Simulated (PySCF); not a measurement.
## Re: electron affinity

Re⁻ [Xe] 4f14 5d6 6s2 (5D) → Re [Xe] 4f14 5d5 6s2 (6S), as a difference of total energies. All numbers are calculated (PySCF 2.14, a scalar-relativistic core potential, in aug-cc-pVTZ-PP with one added diffuse shell each of s, p, d, f, g type with ECP60MDF (7s7p6d4f3g, 113 functions)). Correlated levels: valence: 5s2 5p6 frozen. The calculations carry no spin-orbit coupling.

| method | electron affinity (eV) |
| --- | --- |
| UHF | -1.877 |
| LDA | 0.237 |
| PBE | 0.128 |
| r2SCAN | -0.166 |
| M06-L | -0.218 |
| MP2 (valence) | -0.977 |
| SCS-MP2 (valence) | -0.884 |

Q: Estimate what TPSS gives.

A: 0.027 eV, closest to PBE among the rows shown.

Q: Estimate what revPBE gives.

A: 0.095 eV, closest to PBE among the rows shown.

The reference lies between the lowest fine-structure levels, while these numbers refer to the centres of the terms.

Errors of the correlated levels include the incompleteness of this basis and the frozen core.

A negative affinity means that the anion lies above the atom at that level of theory.

In the anion the highest occupied orbital energy is positive at LDA, PBE, r2SCAN, revPBE, M06-L, TPSS, a self-interaction effect; the basis confines that electron, and the energy difference can still be sensible.

For comparison: 0.060 eV (measured; photodetachment measurements, as compiled on the Wikipedia data page of electron affinities).
